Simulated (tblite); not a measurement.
Compound: H8O2Si3.
Atom-mapped SMILES: `[OH:1][Si@@H:2]([SiH3:3])[O:4][SiH3:5]` (hydrogens: H6 on O1; H7 on Si2; H8, H9, H10 on Si3; H11, H12, H13 on Si5)

A start from a force field or distance geometry was refined with GFN2-xTB geometry optimisation, gas phase (tblite 0.8.0). Values at the start:

| coordinate | start |
| --- | --- |
| O1–Si2 | 1.648 Å |
| O1–H6 | 0.962 Å |
| Si2–Si3 | 2.332 Å |
| Si2–O4 | 1.659 Å |
| Si2–H7 | 1.487 Å |
| Si3–H8 | 1.495 Å |
| O4–Si5 | 1.670 Å |
| Si5–H11 | 1.485 Å |
| O1–Si2–Si3 | 112.2° |
| O1–Si2–O4 | 107.2° |
| Si2–O4–Si5 | 138.0° |
| Si3–Si2–O4 | 111.3° |
| O1–Si2–O4–Si5 | 175° |

Task: How do these coordinates change at the GFN2-xTB level?

Result: 
```json
{"coordinate": "O4–Si5", "GFN2-xTB (Å or °)": "1.613", "change": "-0.057"}
{"coordinate": "Si2–Si3", "GFN2-xTB (Å or °)": "2.289", "change": "-0.043"}
{"coordinate": "Si3–H8", "GFN2-xTB (Å or °)": "1.468", "change": "-0.027"}
{"coordinate": "Si2–O4", "GFN2-xTB (Å or °)": "1.634", "change": "-0.025"}
{"coordinate": "Si5–H11", "GFN2-xTB (Å or °)": "1.461", "change": "-0.024"}
{"coordinate": "O1–Si2", "GFN2-xTB (Å or °)": "1.625", "change": "-0.023"}
{"coordinate": "Si2–H7", "GFN2-xTB (Å or °)": "1.469", "change": "-0.018"}
{"coordinate": "O1–H6", "GFN2-xTB (Å or °)": "0.955", "change": "-0.007"}
{"coordinate": "Si2–O4–Si5", "GFN2-xTB (Å or °)": "155.3", "change": "+17.3"}
{"coordinate": "O1–Si2–Si3", "GFN2-xTB (Å or °)": "104.6", "change": "-7.6"}
{"coordinate": "O1–Si2–O4", "GFN2-xTB (Å or °)": "107.6", "change": "+0.4"}
{"coordinate": "Si3–Si2–O4", "GFN2-xTB (Å or °)": "111.7", "change": "+0.4"}
{"coordinate": "O1–Si2–O4–Si5", "GFN2-xTB (Å or °)": "-155", "change": "+30"}
```

The energy falls by 0.230 eV over 68 L-BFGS steps, the largest force on an atom goes from 1.00 to 0.007 eV/Å, and the atoms move by 0.222 Å rms after alignment. The bond that changes most is O4–Si5 (siloxane oxygen to oxygen-bound silicon), which shortens by 0.057 Å. Bonds longer at the end by more than 0.005 Å: 0 of 12; shorter: 12. Among the dihedrals that turn most is H6–O1–Si2–H7, from 126° to 64°. Rotational constants go from 3027, 1460, 1053 to 3315, 1411, 1071 MHz.

The run took 0.31 s on one thread, Arm Neoverse V2 (aarch64), shared host with 32 logical CPUs at a one-minute load of 27.

GFN2-xTB frequencies show an imaginary mode (22i cm⁻¹), so the point is no minimum at that level.

The numbers are calculated, not measured.
